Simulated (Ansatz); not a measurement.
Cl2FGeO, SMILES `[O][Ge]([F])([Cl])[Cl]` radical, relaxed with UKS PBE-D4/def2-SVP in the Gaussian-basis code of Ansatz from a rough embedded geometry. The force threshold is 0.03 eV/Å; the program also tests the step.

Total charge 0; spin multiplicity 2.

Start:

```xyz
5

O     1.807   -0.390   -0.387
Ge    0.059    0.031    0.069
F     0.017    1.014    1.533
Cl   -1.026   -1.763    0.364
Cl   -0.857    1.108   -1.579
```

| step | energy (eV) | largest force (eV/Å) | largest move (Å) |
| --- | --- | --- | --- |
| 1 | -86286.7486 | 0.991 | 0.000 |
| 2 | -86286.8299 | 0.511 | 0.091 |
| 3 | -86286.8454 | 0.364 | 0.032 |
| 4 | -86286.8486 | 0.025 | 0.017 |

End:

```xyz
5

O     1.721   -0.390   -0.414
Ge    0.055    0.026    0.048
F    -0.027    0.999    1.487
Cl   -0.975   -1.811    0.438
Cl   -0.774    1.175   -1.559
```

Hardware: 4 threads of an Arm Neoverse V1 on a shared host. Wall time 26 s, peak host memory 0.24 GiB.
